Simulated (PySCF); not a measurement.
# Static response to an electric field

C₅H₁₂P₂.
Geometry (GFN2-xTB, Å), atoms numbered from 1 in this order:
```
atom  x, y, z in Å
C1    -3.1020    1.1978   -0.1251
C2    -2.0145    1.1221   -0.8743
P3    -0.9733   -0.3460   -1.1363
P4    -1.5313   -1.5397    0.5929
C5     0.6055    0.4043   -0.4703
C6     1.7158   -0.6316   -0.3418
C7     3.0132   -0.0020    0.1494
H8    -3.4463    0.3645    0.4694
H9    -3.6887    2.1010   -0.0644
H10   -1.7008    1.9722   -1.4711
H11   -0.8030   -2.6357    0.1383
H12   -2.6891   -2.0084   -0.0247
H13    0.4037    0.8724    0.4979
H14    0.9050    1.1874   -1.1738
H15    1.8796   -1.1083   -1.3119
H16    1.4039   -1.4080    0.3638
H17    3.7898   -0.7567    0.2477
H18    2.8646    0.4653    1.1206
H19    3.3579    0.7586   -0.5479
```

Level: CAM-B3LYP/def2-SVPD (PySCF), static field, nuclei fixed, core orbitals frozen in the response. The polarisability tensor in these axes (au):

```
x   134.09  -4.81  -6.67
y    -4.81 110.83  -8.49
z    -6.67  -8.49  98.76
```

What are the eigenvalues, a third of the trace, and Δα (Δα² = ½Σ(αi − αj)² over the three pairs)?

Principal values 92.77, 115.15 and 135.76 au; mean 114.56 au = 16.98 Å³ = 18.89 × 10⁻⁴⁰ C²·m²/J; Δα = 37.24 au (33 % of the mean).

What is the dipole moment, and where does it point?

(0.57, 0.52, 0.12) D, 0.78 D in size, pointing from the negative to the positive side. Measured along this direction, the outermost atoms are H12 at the negative end and H19 at the positive end.

Sum over states: ᾱ = Σ f/ω², ω in Eh. What share falls to these 8 lowest TDDFT singlets (eV, f)? 5.36, 0.1433; 5.71, 0.1557; 6.04, 0.0137; 6.12, 0.0269; 6.39, 0.0103; 6.76, 0.0091; 7.08, 0.0165; 7.15, 0.1584.

They add up to 10.91 au, 9.5 % of the 114.56 au; the largest single term is 3.70 au, from the state at 5.36 eV. Terms in order: 3.70, 3.53, 0.28, 0.53, 0.19, 0.15, 0.24, 2.29 au. Higher excitations give the rest. The strengths listed sum to 0.534.

Molar refractivity from α?

Lorentz–Lorenz: R = (4π/3)N_A α = 2.5225 cm³/(mol·Å³) × 16.98 Å³ = 42.8 cm³/mol, in the limit of long wavelengths.

Give the eigenvalues of the traceless quadrupole moment Θ = ½Σq(3rr − r²1), origin at the centre of nuclear charge.

-7.75, 3.08, 4.67 D·Å. The values depend on the origin, since the dipole doesn't vanish. The electronic extent ⟨r²⟩ about the same centre is 1491 bohr², a root-mean-square distance of 2.41 Å for the 72 electrons.

Along which axes do the principal values lie, and how far do the nuclei extend along each?

Largest value along (0.98, -0.14, -0.14), where the nuclei span 7.68 Å; middle along (0.05, 0.88, -0.48), 4.76 Å; least along (0.19, 0.46, 0.87), 3.20 Å. The response follows the extents in order.

In a dilute gas of rigid molecules at 298 K, how does the orientational term μ²/3kT compare with the electronic polarisability?

In Gaussian units μ²/3kT = 4.93 Å³ against 16.98 Å³, a ratio of 0.29; the Debye molar polarisation (4π/3)N_A(α + μ²/3kT) is 55.3 cm³/mol, leaving out the vibrational part.

One conformer (not necessarily the lowest) at the GFN2-xTB geometry, without solvent, vibrations or thermal averaging.
